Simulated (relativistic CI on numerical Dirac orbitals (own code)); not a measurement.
## Energy levels of Te40+

Calculated at this level of theory: Dirac-Coulomb-Breit CI, separate exchange-only KLI orbitals for each configuration, model QED (radiative potential, 1s self-energy scaled to tabulated hydrogen-like ionisation energies), unscaled Slater integrals (own radial code, finite nucleus).

Configurations in the expansion (outside the closed core [Ne]): 3s2, 3s.3p, 3p2, 3s.3d, 3d2, 3p.3d, 3p.4s, 3d.4s, 3s.4s, 3s.4p, 3s.4d, 3s.4f, 3s.5s, 3s.5p, 3s.5d, 3s.5f, 4s2, 3s.5g, 3s.6s, 3s.6p, 3s.6d. Levels of other configurations are missing.

```
No.  Configuration  Term  J   E (eV)    %  Lifetime (s)  jj configuration (%)
  1            3s2    1S  0     0.00   99                         closed (99)
  2          3s.3p   3P°  0    81.87  100                      3s 3p1/2 (100)
  3          3s.3p   3P°  1    90.09   83      1.87e-10         3s 3p1/2 (96)
  4          3s.3p   3P°  2   152.71  100      6.98e-07        3s 3p3/2 (100)
  5          3s.3p   1P°  1   178.55   82      4.35e-12         3s 3p3/2 (96)
  6            3p2    3P  0   197.52   74      1.52e-11          3p1/2^2 (98)
  7            3p2    1D  2   259.04   58      1.52e-11      3p1/2 3p3/2 (86)
  8            3p2    3P  1   259.98  100      5.58e-12     3p1/2 3p3/2 (100)
  9          3s.3d    3D  1   291.11  100      5.56e-12        3s 3d3/2 (100)
 10          3s.3d    3D  2   295.08   87      4.78e-12         3s 3d3/2 (81)
 11          3s.3d    3D  3   306.66  100      1.24e-11        3s 3d5/2 (100)
 12          3s.3d    1D  2   313.61   52      7.94e-12         3s 3d5/2 (60)
 13            3p2    1D  2   344.35   40      3.06e-12          3p3/2^2 (68)
 14            3p2    1S  0   349.43   73      3.50e-12          3p3/2^2 (98)
 15          3p.3d   3F°  2   379.63   77      3.68e-11     3p1/2 3d3/2 (100)
 16          3p.3d   3D°  1   401.20   60      3.77e-12      3p1/2 3d3/2 (98)
 17          3p.3d   3F°  3   406.37   67      1.83e-11      3p1/2 3d5/2 (94)
 18          3p.3d   3P°  2   406.79   44      9.69e-12      3p1/2 3d5/2 (99)
 19          3p.3d   3D°  2   457.86   45      3.44e-12      3p3/2 3d3/2 (91)
 20          3p.3d   3D°  3   465.04   48      3.50e-12      3p3/2 3d3/2 (77)
 21          3p.3d   3P°  0   465.22  100      3.06e-12     3p3/2 3d3/2 (100)
 22          3p.3d   3P°  1   465.62   68      3.07e-12      3p3/2 3d3/2 (97)
 23          3p.3d   3F°  4   466.01  100      9.12e-12     3p3/2 3d5/2 (100)
 24          3p.3d   3P°  2   475.51   54      4.48e-12      3p3/2 3d5/2 (91)
 25          3p.3d   1F°  3   490.67   66      3.98e-12      3p3/2 3d5/2 (81)
 26          3p.3d   1P°  1   498.00   75      3.77e-12      3p3/2 3d5/2 (95)
 27            3d2    3F  2   589.54   85      3.06e-12          3d3/2^2 (95)
 28            3d2    3F  3   602.72  100      4.29e-12     3d3/2 3d5/2 (100)
 29            3d2    3P  0   605.02   87      2.63e-12          3d3/2^2 (90)
 30            3d2    3F  4   610.54   66      5.31e-12      3d3/2 3d5/2 (78)
 31            3d2    3P  2   611.59   47      3.61e-12      3d3/2 3d5/2 (95)
 32            3d2    3P  1   614.10  100      3.51e-12     3d3/2 3d5/2 (100)
 33            3d2    1G  4   623.84   66      7.56e-12          3d5/2^2 (78)
 34            3d2    3P  2   628.61   51      5.80e-12          3d5/2^2 (99)
 35            3d2    1S  0   650.71   86      3.91e-12          3d5/2^2 (89)
 36          3s.4s    3S  1  1356.62  100      8.95e-14           3s 4s (100)
 37          3s.4s    1S  0  1366.18  100      9.60e-14           3s 4s (100)
 38          3s.4p   3P°  0  1399.62   99      3.92e-13         3s 4p1/2 (99)
 39          3s.4p   3P°  1  1400.38   69      1.14e-13         3s 4p1/2 (99)
 40          3s.4p   1P°  1  1427.30   61      7.76e-14         3s 4p3/2 (90)
 41          3s.4p   3P°  2  1428.22  100      4.77e-13        3s 4p3/2 (100)
 42          3p.4s   3P°  0  1455.39   99      1.32e-13         3p1/2 4s (99)
 43          3p.4s   3P°  1  1459.09   66      1.07e-13         3p1/2 4s (91)
 44          3s.4d    3D  1  1477.71  100      4.73e-14        3s 4d3/2 (100)
 45          3s.4d    3D  2  1478.37   73      4.77e-14         3s 4d3/2 (98)
 46          3s.4d    3D  3  1484.39  100      4.65e-14        3s 4d5/2 (100)
 47          3s.4d    1D  2  1485.82   73      4.77e-14         3s 4d5/2 (98)
 48          3s.4f   3F°  2  1513.37  100      2.23e-14        3s 4f5/2 (100)
 49          3s.4f   3F°  3  1514.25   96      2.24e-14         3s 4f5/2 (75)
 50          3s.4f   3F°  4  1516.08  100      2.26e-14        3s 4f7/2 (100)
 51          3s.4f   1F°  3  1521.78   96      2.26e-14         3s 4f7/2 (75)
 52          3p.4s   3P°  2  1527.15  100      1.41e-13        3p3/2 4s (100)
 53          3p.4s   1P°  1  1531.08   69      8.38e-14         3p3/2 4s (99)
 54          3d.4s    3D  1  1650.33  100      9.43e-14        3d3/2 4s (100)
 55          3d.4s    3D  2  1651.22   67      9.59e-14         3d3/2 4s (99)
 56          3d.4s    3D  3  1666.19  100      9.47e-14        3d5/2 4s (100)
 57          3d.4s    1D  2  1667.84   67      9.87e-14         3d5/2 4s (99)
 58          3s.5s    3S  1  1957.20  100      1.13e-13           3s 5s (100)
 59          3s.5s    1S  0  1960.57  100      1.21e-13           3s 5s (100)
 60          3s.5p   3P°  0  1978.53  100      2.28e-13        3s 5p1/2 (100)
 61          3s.5p   3P°  1  1978.92   71      1.29e-13        3s 5p1/2 (100)
 62          3s.5p   3P°  2  1992.73  100      2.82e-13        3s 5p3/2 (100)
 63          3s.5p   1P°  1  1993.67   71      9.68e-14        3s 5p3/2 (100)
 64          3s.5d    3D  1  2016.70  100      6.42e-14        3s 5d3/2 (100)
 65          3s.5d    3D  2  2017.06   74      6.44e-14         3s 5d3/2 (98)
 66          3s.5d    3D  3  2020.13  100      6.39e-14        3s 5d5/2 (100)
 67          3s.5d    1D  2  2020.92   74      6.45e-14         3s 5d5/2 (98)
 68          3s.5f   3F°  2  2034.44  100      4.26e-14        3s 5f5/2 (100)
 69          3s.5f   3F°  3  2034.82   92      4.26e-14         3s 5f5/2 (83)
 70          3s.5f   3F°  4  2035.84  100      4.32e-14        3s 5f7/2 (100)
```

Energies count from the lowest computed level; ° marks odd parity; lifetimes are radiative, by E1, M1, E2, M2 decay to levels of this space only; some are left blank where a channel outside the calculation adds to the decay or the decay crosses a small, uncertain gap. Filled j subshells are mostly left out of the jj labels.

The mean weight of the leading LS term, summed over parents, in these 70 levels is 82 %, and that of the leading jj configuration (from the same eigenvectors) 95 %, so jj coupling describes them better and the LS labels are nominal.

At this charge energies of transitions that change n are usually good to better than 1 %, and those within a shell (Δn = 0) to a few per cent.

LS names give the leading component of a level, which can be under half, so a name can repeat, a term be missing and a line seem to break the LS rules.
